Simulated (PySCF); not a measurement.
H12Si6, charge -1, doublet, geometry from GFN2-xTB (a state made from the parent by changing its charge; the spin is typed, not shown lowest) (in this run its highest filled SCF level lies above zero, so its values depend strongly on the basis, on diffuse functions most of all). Base run: DF-B3LYP/def2-SV(P) (PySCF).

Here is a job for PySCF.
```python
from pyscf import gto, scf, dft

mol = gto.M(
    atom='''
Si   -1.21516116    1.23999611   -1.17463270
Si    0.80403189    2.05772008   -0.41715367
Si    2.42861176    0.44259627   -0.09946229
Si    1.19177985   -1.27043164    0.94405368
Si   -0.94227592   -2.20582581    0.59193570
Si   -2.21677236   -0.31565020    0.20243921
H    -0.96905528    0.58538924   -2.48224425
H    -2.14530204    2.31007172   -1.61054456
H     1.17894412    3.24545570   -1.21981534
H     0.50759624    2.72598231    0.87598887
H     2.69753108   -0.10575439   -1.46998374
H     3.72278021    1.23129048   -0.01133908
H     2.13564072   -2.38179458    1.28870443
H     1.00489235   -0.67368819    2.31873475
H    -1.93303297   -3.21234037    1.14871674
H    -0.81702648   -2.86705429   -0.74911782
H    -2.46905424    0.38730253    1.48652544
H    -3.61691061   -0.52252732   -0.23614437
''',
    basis='def2-sv(p)',
    charge=-1,
    spin=1,
    verbose=4,
    symmetry=True,
)

mf = dft.UKS(mol)
mf.xc = 'b3lyp'
mf = mf.density_fit(auxbasis='def2-universal-jkfit')
mf.kernel()
mf.analyze()
```

Variants of this job, named by their change:

| change | ΔE vs base (mEh) | point group used | SCF cycles |
|---|---|---|---|
| base | 0.000 | Cs | 10 |
| irrep_nelec = A':(29, 29) A":(20, 19) | 94.456 | Cs | 14 |
| irrep_nelec = A':(31, 29) A":(18, 19) | 211.6 | Cs | 17 |
| symmetry = off | 0.000 | C1 | 10 |

Open shells are given as the SCF converged; they aren't shown to be the lowest states, and a large step between rows can be another state.
